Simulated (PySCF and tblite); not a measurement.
The numbers below are computed, except where a source is named.
C5H7NO2, numbered as in [N:1]#[C:2][CH:3]1[CH2:4][O:5][CH2:6][O:7][CH2:8]1.

Conformers came from 90 starts (ETKDG and KDG, MMFF94s, GFN2-xTB); geometries are PBE0-D3(BJ)/def2-SVP. Weights use PBE0-D3(BJ)/def2-TZVP energies plus GFN2-xTB zero-point and thermal terms (modes under about 100 cm⁻¹ blended into free rotors). Symmetry numbers and mirror images are counted. Conformers within 4 kcal/mol (GFN2-xTB free energy) were kept, 7 at most. Codes: tblite and PySCF.

The 6-ring runs over atoms 3–4–5–6–7–8. Of a mirror pair one member is shown.

| conformer | shape | symmetry | dipole D |
| --- | --- | --- | --- |
| 1 | 6-ring chair (all substituents equatorial) | Cs | 2.67 |
| 2 | 6-ring chair (C2 axial) | Cs | 5.17 |
| 3 | 6-ring twist-boat (ring torsions -70, 33, 36, -68, 29, 34°) | C1 (pair) | 3.59 |

(1) Which of these conformers is the most populated at 298.15 K, and with what share?

(2) Give the DFT energies and free energies relative to the lowest, and all weights.

(3) How does its share change from 180 K to 400 K?

## Answers

(1) Conformer 1, about 94 %.

(2) 
```csv
conformer,shape,E(DFT) kcal/mol,G(298.15 K) kcal/mol,weight %
1,6-ring chair (all substituents equatorial),0.00,0.00,93.8
2,6-ring chair (C2 axial),1.64,1.61,6.2
3,"6-ring twist-boat (ring torsions -70, 33, 36, -68, 29, 34°)",5.55,4.76,0.0
```

(3) From 99 % to 89 %; the mixing entropy goes from 0.12 to 0.74 cal/(mol K).
